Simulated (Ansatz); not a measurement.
This geometry of C2H7BFN (12 atoms, charge 0, multiplicity 1) is a first-order saddle point.

These are results of Ansatz, RKS B3LYP-D4/6-31G*, not measurements.

```xyz
12
Properties=species:S:1:pos:R:3
B -0.394 1.791 0.705
C -0.690 0.360 0.150
C 0.532 -0.489 -0.163
N 0.192 -1.780 -0.753
F 1.294 0.209 -1.108
H -1.236 2.640 0.673
H 0.653 2.046 1.229
H -1.281 -0.148 0.934
H -1.352 0.364 -0.727
H 1.164 -0.590 0.734
H 0.813 -1.927 -1.546
H 0.383 -2.531 -0.093
```

Q: Which two structures does it join? (They come from a converged band through this point; their orientation in space is the band's.)

A: No bond is made or broken. The dihedral F5–C3–N4–H12 goes from -163 to 57°.

Initial state:

```xyz
12
Properties=species:S:1:pos:R:3
B -0.414 1.753 0.711
C -0.635 0.306 0.158
C 0.628 -0.445 -0.232
N 0.326 -1.681 -0.904
F 1.346 0.357 -1.131
H -1.344 2.503 0.797
H 0.654 2.112 1.112
H -1.168 -0.239 0.960
H -1.329 0.303 -0.695
H 1.296 -0.554 0.639
H 1.140 -2.289 -0.951
H -0.420 -2.182 -0.430
```

Final state:

```xyz
12
Properties=species:S:1:pos:R:3
B -0.405 1.776 0.657
C -0.659 0.307 0.183
C 0.590 -0.518 -0.073
N 0.298 -1.846 -0.494
F 1.349 0.195 -1.047
H -1.269 2.599 0.562
H 0.624 2.082 1.187
H -1.248 -0.170 0.987
H -1.314 0.274 -0.700
H 1.228 -0.563 0.816
H -0.273 -1.836 -1.337
H 1.154 -2.355 -0.706
```

Q: How far does it lie above each of them?

A: 0.091 eV above the first and 0.305 eV above the second. This is the barrier of this one path; another mechanism may lie lower.

Time of the run: 8.7 min on 1 CPU thread of a shared host.
